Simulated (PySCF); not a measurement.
C2H8Ge2, singlet, at a GFN2-xTB geometry, with bond 5-1 at 1.8 times its length; CASSCF(2,3)/STO-3G run with PySCF.

PySCF was given this input:
```python
from pyscf import gto, scf, mcscf
import numpy

mol = gto.M(
    atom='''
Ge    2.364771    0.312516   -0.026353
C     0.444266    0.364994   -0.332451
C    -0.444003   -0.367153    0.330418
Ge   -2.364810   -0.312197    0.026654
H     2.960975   -1.466615    1.898050
H     3.101276   -0.067528   -1.270729
H     2.883310    1.652122    0.388436
H     0.092866    1.045568   -1.100750
H    -0.092579   -1.047927    1.098528
H    -3.096463    0.101751    1.263105
H    -2.891506   -1.658516   -0.354607
H    -2.693231    0.653147   -1.064176
''',
    basis='sto-3g',
    charge=0,
    spin=0,
    verbose=4,
)

mf = scf.RHF(mol)
mf.kernel()
mc = mcscf.CASSCF(mf, 3, 2)
mc.kernel()
occ = numpy.linalg.eigvalsh(mc.fcisolver.make_rdm1(mc.ci, mc.ncas, mc.nelecas))[::-1]
ss = mc.fcisolver.spin_square(mc.ci, mc.ncas, mc.nelecas)[0]
print('natural occupations', occ.round(4), ' <S^2>', round(ss, 4))
```

Output, abridged:

```
PySCF version 2.14.0

[INPUT] verbose = 4
[INPUT] num. atoms = 12
[INPUT] num. electrons = 84
[INPUT] charge = 0
[INPUT] spin (= nelec alpha-beta = 2S) = 0
[INPUT] symmetry False subgroup None
[INPUT] Mole.unit = angstrom
[INPUT] Symbol           X                Y                Z      unit          X                Y                Z       unit  Magmom
[INPUT]  1 Ge     2.364771000000   0.312516000000  -0.026353000000 AA    4.468769537314   0.590569649545  -0.049799952561 Bohr   0.0
[INPUT]  2 C      0.444266000000   0.364994000000  -0.332451000000 AA    0.839541066456   0.689738697110  -0.628241339838 Bohr   0.0
[INPUT]  3 C     -0.444003000000  -0.367153000000   0.330418000000 AA   -0.839044068485  -0.693818615812   0.624399526627 Bohr   0.0
[INPUT]  4 Ge    -2.364810000000  -0.312197000000   0.026654000000 AA   -4.468843236633  -0.589966826911   0.050368760124 Bohr   0.0
[INPUT]  5 H      2.960975000000  -1.466615000000   1.898050000000 AA    5.595431811684  -2.771500680179   3.586794670731 Bohr   0.0
[INPUT]  6 H      3.101276000000  -0.067528000000  -1.270729000000 AA    5.860562276687  -0.127609425740  -2.401329788542 Bohr   0.0
[INPUT]  7 H      2.883310000000   1.652122000000   0.388436000000 AA    5.448666232220   3.122058104369   0.734037656922 Bohr   0.0
[INPUT]  8 H      0.092866000000   1.045568000000  -1.100750000000 AA    0.175491306284   1.975837164609  -2.080116031615 Bohr   0.0
[INPUT]  9 H     -0.092579000000  -1.047927000000   1.098528000000 AA   -0.174948954886  -1.980295028537   2.075917060166 Bohr   0.0
[INPUT] 10 H     -3.096463000000   0.101751000000   1.263105000000 AA   -5.851467024849   0.192281522901   2.386922516569 Bohr   0.0
[INPUT] 11 H     -2.891506000000  -1.658516000000  -0.354607000000 AA   -5.464154427537  -3.134141013209  -0.670110111854 Bohr   0.0
[INPUT] 12 H     -2.693231000000   0.653147000000  -1.064176000000 AA   -5.089468980188   1.234268949081  -2.011001188335 Bohr   0.0

nuclear repulsion = 431.750010951046
number of shells = 30
number of NR pGTOs = 162
number of NR cGTOs = 54
basis = sto-3g
ecp = {}

******** <class 'pyscf.scf.hf.RHF'> ********
method = RHF
initial guess = minao
damping factor = 0
level_shift factor = 0
DIIS = <class 'pyscf.scf.diis.CDIIS'>
diis_start_cycle = 1
diis_space = 8
diis_damp = 0
SCF conv_tol = 1e-09
SCF conv_tol_grad = None
SCF max_cycles = 50
direct_scf = True
direct_scf_tol = 1e-13
Set gradient conv threshold to 3.16228e-05
Initial guess from minao.
init E= -4177.48421808375
  HOMO = -0.44189992204162  LUMO = -0.246542255953266  gap/eV = 5.31595
cycle= 1 E= -4182.54341645768  delta_E= -5.06  |g|= 0.612  |ddm|= 4.01
  HOMO = -0.235858176529872  LUMO = 0.12337598485206  gap/eV = 9.77526
cycle= 2 E= -4182.71715479592  delta_E= -0.174  |g|= 0.189  |ddm|= 1.69
  HOMO = -0.204365961240871  LUMO = 0.144696742809047  gap/eV = 9.49848
cycle= 3 E= -4182.74277808554  delta_E= -0.0256  |g|= 0.0584  |ddm|= 0.572
  HOMO = -0.221008259468732  LUMO = 0.147460300061046  gap/eV = 10.02654
cycle= 4 E= -4182.74425925299  delta_E= -0.00148  |g|= 0.0147  |ddm|= 0.106
  HOMO = -0.224567423672562  LUMO = 0.147436182004753  gap/eV = 10.12273
cycle= 5 E= -4182.74434644125  delta_E= -8.72e-05  |g|= 0.00392  |ddm|= 0.026
  HOMO = -0.223918703874215  LUMO = 0.147526849866836  gap/eV = 10.10755
cycle= 6 E= -4182.7443534464  delta_E= -7.01e-06  |g|= 0.000622  |ddm|= 0.00772
  HOMO = -0.223596730258311  LUMO = 0.147612125148699  gap/eV = 10.10111
cycle= 7 E= -4182.74435377075  delta_E= -3.24e-07  |g|= 0.000193  |ddm|= 0.00173
  HOMO = -0.223634454626527  LUMO = 0.147653749563462  gap/eV = 10.10327
cycle= 8 E= -4182.74435379656  delta_E= -2.58e-08  |g|= 3.81e-05  |ddm|= 0.000533
  HOMO = -0.223623309484723  LUMO = 0.1476527996517  gap/eV = 10.10294
cycle= 9 E= -4182.74435379763  delta_E= -1.07e-09  |g|= 9.09e-06  |ddm|= 0.000106
  HOMO = -0.223620083237411  LUMO = 0.147653816129403  gap/eV = 10.10288
cycle= 10 E= -4182.74435379772  delta_E= -8.09e-11  |g|= 1.98e-06  |ddm|= 2.69e-05
  HOMO = -0.223620371429814  LUMO = 0.14765430377246  gap/eV = 10.10290
Extra cycle  E= -4182.74435379771  delta_E= 3.64e-12  |g|= 8.46e-07  |ddm|= 4.17e-06
converged SCF energy = -4182.74435379771

******** <class 'pyscf.mcscf.mc1step.CASSCF'> ********
CAS (1e+1e, 3o), ncore = 41, nvir = 10
max_cycle_macro = 50
max_cycle_micro = 4
conv_tol = 1e-07
conv_tol_grad = None
orbital rotation max_stepsize = 0.02
orbital rotation threshold for CI restart = 0.01
augmented hessian ah_max_cycle = 30
augmented hessian ah_conv_tol = 1e-12
augmented hessian ah_linear dependence = 1e-14
augmented hessian ah_level shift = 1e-08
augmented hessian ah_start_tol = 2.5
augmented hessian ah_start_cycle = 3
augmented hessian ah_grad_trust_region = 3
kf_trust_region = 3
kf_interval = 4
ci_response_space = 4
ci_grad_trust_region = 3
with_dep4 0
natorb = False
canonicalization = True
sorting_mo_energy = False
ao2mo_level = 2
internal_rotation = False
******** <class 'pyscf.fci.direct_spin1.FCISolver'> ********
max. cycles = 50
conv_tol = 1e-08
davidson only = False
linear dependence = 1e-12
level shift = 0.001
max iter space = 12
nroots = 1
pspace_size = 400
spin = None
CASCI E = -4182.83269123868  S^2 = 0.0000000
Set conv_tol_grad to 0.000316228
macro iter   1 ( 15 JK    4 micro), CASSCF E = -4182.83659493926  dE = -3.90370058e-03  S^2 = 0.0000000
               |grad[o]|=0.0373  |grad[c]|=0.00593  |ddm|=0.00578  |maxRot[o]|=0.0773
macro iter   2 ( 21 JK    4 micro), CASSCF E = -4182.83660766509  dE = -1.27258263e-05  S^2 = 0.0000000
               |grad[o]|=0.00177  |grad[c]|=0.000562  |ddm|=0.000196  |maxRot[o]|=0.305
macro iter   3 ( 21 JK    4 micro), CASSCF E = -4182.83662152259  dE = -1.38575015e-05  S^2 = 0.0000000
               |grad[o]|=0.000941  |grad[c]|=0.000448  |ddm|=0.000253  |maxRot[o]|=0.311
macro iter   4 ( 21 JK    4 micro), CASSCF E = -4182.83662638774  dE = -4.86514818e-06  S^2 = 0.0000000
               |grad[o]|=0.00063  |grad[c]|=4.62e-05  |ddm|=0.000167  |maxRot[o]|=0.225
macro iter   5 ( 21 JK    4 micro), CASSCF E = -4182.83662824574  dE = -1.85800582e-06  S^2 = 0.0000000
               |grad[o]|=0.000388  |grad[c]|=1.52e-05  |ddm|=0.000108  |maxRot[o]|=0.151
macro iter   6 (  8 JK    2 micro), CASSCF E = -4182.83662896612  dE = -7.20371645e-07  S^2 = 0.0000000
               |grad[o]|=0.00021  |grad[c]|=5.01e-06  |ddm|=6.73e-05  |maxRot[o]|=0.0735
macro iter   7 (  1 JK    1 micro), CASSCF E = -4182.83662896612  dE =  0.00000000e+00  S^2 = 0.0000000
               |grad[o]|=2.64e-05  |grad[c]|=5.98e-07  |ddm|=    0  |maxRot[o]|=    0
1-step CASSCF converged in   7 macro (108 JK  23 micro) steps
CASSCF canonicalization
Density matrix diagonal elements [1.59959279e+00 4.00373695e-01 3.35174198e-05]
CASSCF energy = -4182.83662896612
CASCI E = -4182.83662896612  E(CI) = -1.00643428171043  S^2 = 0.0000000
natural occupations [1.6013 0.3986 0.    ]  <S^2> 0.0
```
